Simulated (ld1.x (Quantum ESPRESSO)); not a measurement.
Configuration tests for caesium (Cs) (TM)

Cs (Z = 55), norm-conserving Troullier–Martins (Kleinman–Bylander form), made with ld1.x (Quantum ESPRESSO) 7.5 (PBE, scalar-relativistic). Core [Kr] 4d10, reference 5s2 5p6 5d0 6s1 6p0. Waves: 5p (bound): rc 3.55 bohr; 5d (bound, empty): rc 4.20 bohr; 5s (bound): rc 2.95 bohr. Local part: the s channel. Core correction: none.

Occupied shells without a wave of their own: 6s. They enter only through the test configuration that unscreens the potential.

Energies are relative to the spin-unpolarised reference configuration 5s2 5p6 5d0 6s1 6p0; without spin polarisation the order of configurations can differ from experiment. Not all tests gave a result: 2 of 7 tests not solved or not reliable. Left out of the table: 5s2 5p6 5d0.5 6s0.5 6p0 (solver errors, printed error -2.8 eV); 5s2 5p6 5d1 6s0 6p0 (pseudo-atom not self-consistent, printed error -438 meV). The frozen-core shift is the all-electron ΔE with the core orbitals held at their reference shape minus the fully relaxed ΔE.

| valence configuration | charge | ΔE all-electron (eV) | error AE − PS (meV) | frozen-core shift (meV) |
| --- | --- | --- | --- | --- |
| 5s2 5p6 5d0 6s0 6p0 | +1 | 3.864 | -156 | +0.2 |
| 5s2 5p6 5d0 6s0.5 6p0 | +0.5 | 1.471 | +19 | +0.1 |
| 5s2 5p6 5d0 6s0 6p1 | 0 | 1.371 | -660 | 0.0 |
| 5s2 5p5 5d0 6s1 6p0 | +1 | 17.865 | +1089 | +11 |
| 5s1 5p6 5d0 6s1 6p0 | +1 | 31.683 | +837 | +26 |

Levels in the configuration 5s2 5p6 5d0 6s0 6p0:

| level | all-electron (eV) | pseudo (eV) |
| --- | --- | --- |
| 5s | -31.938 | -31.947 |
| 5p | -18.670 | -18.388 |

The 6s level has no wave, so the channel is fitted at the deeper level alone: the likely source of the large errors.

A Bessel basis up to 400 Ry misses an occupied level by 0.05 Ry, so cutoffs and ghosts were not judged. The potential misses its own reference levels by up to 1.1 eV, so it is not fit for use.
